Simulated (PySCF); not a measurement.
From one molecule to another.

First species: C3H12N2OSi.
Geometry (GFN2-xTB, Å), atoms numbered from 1 in this order:
```
atom  x, y, z in Å
C1    -1.978    1.396   -0.129
Si2   -1.723   -0.456    0.211
O3    -2.955   -1.159   -0.595
N4    -0.267   -1.196   -0.352
C5     1.035   -0.908    0.194
C6     1.673    0.363   -0.380
N7     2.937    0.628    0.286
H8    -3.008    1.686    0.049
H9    -1.349    2.004    0.513
H10   -1.743    1.651   -1.159
H11   -1.764   -0.760    1.644
H12   -3.012   -2.110   -0.630
H13   -0.212   -1.382   -1.344
H14    1.701   -1.759    0.005
H15    0.934   -0.789    1.273
H16    1.768    0.251   -1.476
H17    1.008    1.208   -0.187
H18    3.360    1.475   -0.077
H19    3.586   -0.136    0.123
```

Second species: C3H12N2OSi.
Structure used (GFN2-xTB), in Å, numbered top down from 1:
```
atom  x, y, z in Å
C1     3.1832   -0.7189    0.2917
C2     1.7995   -0.1725    0.6141
O3     1.0268   -0.1418   -0.5503
Si4   -0.4935    0.3717   -0.7620
N5    -0.6926    1.9424   -0.0506
N6    -1.6360   -0.7159   -0.0830
C7    -3.0631   -0.5374   -0.1363
H8     3.6654   -0.0902   -0.4519
H9     3.0977   -1.7245   -0.1114
H10    3.7950   -0.7435    1.1896
H11    1.8796    0.8403    1.0283
H12    1.3149   -0.8062    1.3677
H13   -0.5664    0.2959   -2.2184
H14   -1.6163    2.3431   -0.0342
H15   -0.0218    2.6595   -0.2795
H16   -1.3530   -1.3238    0.6687
H17   -3.4530    0.0154    0.7274
H18   -3.5685   -1.5053   -0.1801
H19   -3.3076    0.0211   -1.0373
```

Levels: CAM-B3LYP/def2-SVPD for HOMO energy, LUMO energy, HOMO–LUMO gap and static isotropic polarisability; TDDFT CAM-B3LYP/def2-SVPD for lowest singlet excitation; TDA CAM-B3LYP/def2-SVPD for lowest triplet excitation (Tamm–Dancoff). Geometries: GFN2-xTB. All species are isolated and taken at one optimised geometry, non-relativistic unless stated. Electronic properties by PySCF.

Dipoles, sizes and rotational constants follow the conformer. The torsions of the flexible species, by atom-mapped SMILES:
- `[CH3:1][CH2:2][O:3][Si@H:4]([NH2:5])[NH:6][CH3:7]`: C1–C2–O3–Si4 -179°, C2–O3–Si4–N5 49°, O3–Si4–N6–C7 -179°, H–N5–Si4–O3 -174°, H–N5–Si4–O3 50°

The conformers of `C[Si@@H](O)NCCN` aren't listed.

(1) Which of the two has the higher HOMO energy, and by how much?

(2) Which of the two has the higher static isotropic polarisability, and by how much?

(3) Which has the higher T1 energy?

(4) Which of the two has the higher HOMO–LUMO gap, and by how much?

(5) Which of the two has the higher S1 energy, and by how much?

Answers

(1) The second: -8.01 eV against -8.11 eV, a difference of 0.10 eV.

(2) The first: 82.9 au against 81.8 au, a difference of 1.1 au.

(3) The first: 6.00 eV against 5.75 eV, a difference of 0.25 eV.

(4) The first: 9.23 eV against 9.11 eV, a difference of 0.12 eV.

(5) The first: 6.25 eV against 5.97 eV, a difference of 0.28 eV.

On the first: The polarisability is 12.28 Å³ as a volume (1 au = 0.148185 Å³), or 1.26 au for each of the 66 electrons. S1 lies 2.98 eV below the HOMO–LUMO gap; its leading configuration is HOMO→LUMO+1, weight 0.37, beside HOMO→LUMO, weight 0.27.

On the second: S1 lies 3.14 eV below the HOMO–LUMO gap; its leading configuration is HOMO→LUMO, weight 0.66. The principal polarisabilities are 74.5, 77.3 and 93.7 au; their mean is the isotropic value.
